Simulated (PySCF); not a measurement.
C3GaN3.
Numbering: `[N:1]#[C:2][Ga:3]([C:4]#[N:5])[C:6]#[N:7]`

Geometry (PBE0-D3(BJ)/def2-SVP, Å), atoms numbered from 1 in this order:
```
atom  x, y, z in Å
N1     0.141    2.703    1.450
C2     0.088    1.681    0.903
Ga3   -0.002    0.000   -0.002
C4    -1.696   -0.754   -0.461
N5    -2.724   -1.214   -0.743
C6     1.608   -0.927   -0.449
N7     2.588   -1.484   -0.724
```

Method: MP2 and CCSD/aug-cc-pVDZ in PySCF, restricted Hartree–Fock reference, 15 core orbitals frozen, non-relativistic, gas phase, PBE0-D3(BJ)/def2-SVP geometry.

E(HF) = -2200.20458 Eh.

**Question.** How large is the problem?

**Answer.** 174 basis functions and 70 electrons; 15 orbitals frozen, which leaves o = 20 correlated occupied and v = 139 virtual orbitals. That is o·v = 2780 singles and o·v(o·v + 1)/2 = 3865590 distinct closed-shell doubles amplitudes before symmetry; the costliest CCSD step grows as o²v⁴ = 1.5 × 10^11.

**Question.** What are the MP2 and CCSD correlation energies?

**Answer.** MP2 -0.9386 Eh and CCSD -0.9498 Eh, which gives totals of -2201.14323 and -2201.15434 Eh. That is 0.646 eV for each correlated electron at CCSD (2494 kJ/mol in all, 0.043 % of the total energy); MP2 gives 98.8 % of the CCSD value.

**Question.** What is the T1 diagnostic?

**Answer.** 0.0135, below the customary warning level of 0.02. It is the norm of the spatial-orbital singles amplitudes over the root of the number of correlated electrons, so the norm is 0.085.

No triples correction and no basis-set extrapolation were made.
